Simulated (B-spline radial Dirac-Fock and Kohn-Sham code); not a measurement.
Isotope-shift constants of the inner levels of Ni²⁺

System: nickel as Ni²⁺, [Ar] 3d8.

The computed values come from a radial finite-basis atomic code: first-order field-shift and mass-shift constants from Dirac-Fock ground and hole states with a Fermi nucleus; the mass shift has no relativistic recoil terms. A binding energy shifts by δE = F·δ⟨r²⟩ + (K_N + K_S)·δ(1/M); F is taken for a change of radius at fixed skin thickness and so holds the higher radial moments.

```
     level  F (meV/fm²)  K_N (meV u)  K_S (meV u)
    K (1s)       -4.761        -4598         1760
   L1 (2s)      -0.4578       -575.7       -172.7
L2 (2p1/2)      0.03886       -498.6        494.9
L3 (2p3/2)      0.04062       -489.0        471.4
   M1 (3s)     -0.06701       -82.57       -51.85
M2 (3p1/2)     0.004166       -58.35        49.23
M3 (3p3/2)     0.004431       -57.13        44.20
```

Line shifts in meV from A = 58 (mass 57.9353 u, rms radius 3.7757 fm); radii from Angeli and Marinova (2013).

```csv
A,mass (u),radius (fm),Kα1,Kα2,Kβ1,Lβ3
60,59.9308,3.8118,?,?,?,?
61,60.9311,3.8225,+0.69,+0.70,+0.70,+0.46
62,61.9283,3.8399,+0.79,+0.81,+0.81,+0.59
64,63.9280,3.8572,+1.58,+1.60,+1.61,+0.90
```

Q: What are the shifts for A = 60?

A: Kα1 +0.31 meV (field -1.32, mass +1.62); Kα2 +0.31 meV (field -1.31, mass +1.63); Kβ1 +0.32 meV (field -1.31, mass +1.62); Lβ3 +0.30 meV (field -0.13, mass +0.42).
